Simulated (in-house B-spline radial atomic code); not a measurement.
Configurations of the gadolinium ion Gd³⁺, with energies counted from [Xe] 4f7. Computed with an all-electron radial atomic-structure program (B-spline basis): scalar-relativistic (X2C) B3LYP, spin-polarised, spherical fractional occupations, exact exchange averaged over the configuration, Fermi nucleus of rms radius 5.1569 fm. Shells without spins written out take the highest spin.

Occupations are held fixed; configurations that lie above the ionisation limit could autoionise.

```
           configuration  E - E(ref) (eV)  highest orbital  its <r> (bohr)
            [Xe] 4f6 5d1           12.567            5d up           2.059
   [Kr] 4d10 4f8 5s2 5p5           21.882          4f down          0.9139
            [Xe] 4f6 6d1           29.209            6d up           4.649
[Kr] 4d9 4f7 5s2 5p6 6p1            155.9            6p up           3.478
[Kr] 4d9 4f7 5s2 5p6 6d1           163.25            6d up           4.635
```

Order these further configurations by energy, lowest first.
A. [Kr] 4d10 4f7 5s2 5p5 6p1
B. [Xe] 4f6 6p1
C. [Kr] 4d10 4f7 5s2 5p5 5d1
D. [Kr] 4d10 4f7 5s2 5p5 6s1
E. [Xe] 4f6 6s1

E (16.146 eV), B (21.885 eV), C (24.916 eV), D (28.376 eV), A (34.072 eV).

How far above the reference does [Kr] 4d10 4f7 5s2 5p5 6d1 lie?

41.321 eV; its least bound orbital is 6d up with <r> = 4.687 bohr.
